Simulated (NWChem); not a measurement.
Species: AgI; SMILES [Ag][I]

```xyz
2

Ag     0.0000     0.0000    -1.3596
I      0.0000     0.0000     1.2055
```
Atoms are numbered in this order, from 1.

Level: PBE0-D3(BJ)/def2-TZVP with def2 effective core potentials on Ag, I (NWChem), optimised geometry, unscaled harmonic frequencies. def2 effective core potentials on Ag, I; no spin-orbit coupling.

### Question
List the harmonic frequencies with IR intensities, and the thermochemistry.

### Answer
```json
[
 {"frequency (cm⁻¹)": "201", "IR intensity (km/mol)": "5.5"}
]
```

The zero-point energy is 0.3 kcal/mol, the thermal correction to the enthalpy at 298.15 K (with zero-point energy) is 2.7 kcal/mol and the heat capacity Cv comes out as 6.8 cal/(mol K). The entropy at 298.15 K and 1 atm (symmetry number 1) is 63.1 cal/(mol K).

Rigid rotor and harmonic oscillator.
